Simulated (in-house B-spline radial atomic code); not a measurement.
# KLI/ALDAx excitations of Fe⁸⁺

Method: KLI/ALDAx. Computed with an all-electron radial atomic-structure program (B-spline basis): linear response of the closed shell [Ne] 3s2 3p6 with the adiabatic LDA exchange kernel on the exchange-only KLI potential; non-relativistic, point nucleus, no spin-orbit coupling, no double excitations, S, P, D and F terms only. Only terms of natural parity with L up to 3 were computed.

Command:
```bash
python run_td.py task.json out
```
Settings (radii: box in bohr, nucleus in fm):
```
Z                        26
electrons                18
configuration            [Ne] 3s2 3p6
hamiltonian              nr
method                   kli
box_radius               11.59
intervals                71
```

Cost of the run: 0.5 s on 1 thread of Intel(R) Xeon(R) Platinum 8259CL CPU @ 2.50GHz (Skylake/Cascade Lake), on a shared host.

The lowest states, in the order of their Tamm-Dancoff energies; the method's threshold (minus the highest occupied level) is 233.63 eV. Labels give the largest channel, * marks a mixed state, and oscillator strengths are full-response dipole values. Semilocal kernels can invert the small singlet-triplet splittings of Rydberg terms. Energies in eV:

```json
{"state": "3p → 3d 3P", "full response": "?", "Tamm-Dancoff": "?", "oscillator strength": "-"}
{"state": "3p → 3d 3F", "full response": "51.66", "Tamm-Dancoff": "51.77", "oscillator strength": "-"}
{"state": "3p → 3d 1F", "full response": "56.13", "Tamm-Dancoff": "56.18", "oscillator strength": "-"}
{"state": "3p → 3d 1P", "full response": "71.67", "Tamm-Dancoff": "74.83", "oscillator strength": "2.88"}
{"state": "3s → 3d 3D", "full response": "86.07", "Tamm-Dancoff": "86.12", "oscillator strength": "-"}
{"state": "3s → 3d 1D", "full response": "91.59", "Tamm-Dancoff": "91.75", "oscillator strength": "-"}
{"state": "3p → 4s 3P", "full response": "116.26", "Tamm-Dancoff": "116.27", "oscillator strength": "-"}
{"state": "3p → 4s 1P", "full response": "117.52", "Tamm-Dancoff": "117.57", "oscillator strength": "0.289"}
{"state": "3p → 4p 3S", "full response": "126.39", "Tamm-Dancoff": "126.43", "oscillator strength": "-"}
{"state": "3p → 4p 3D", "full response": "?", "Tamm-Dancoff": "?", "oscillator strength": "-"}
```

Where does 3p → 3d 3P lie?

At 50.22 eV in full response, 50.39 eV in Tamm-Dancoff.

Where does 3p → 4p 3D lie?

At 127.70 eV in full response, 127.71 eV in Tamm-Dancoff.

How large is the singlet-triplet splitting of 3p → 3d (F terms) in Tamm-Dancoff?

4.42 eV, from the unrounded values.

What polarisabilities and dispersion coefficient does the method give?

Dipole 0.4978 bohr³, quadrupole 0.3139 bohr⁵, C6 0.5743 hartree·bohr⁶ for two such species.
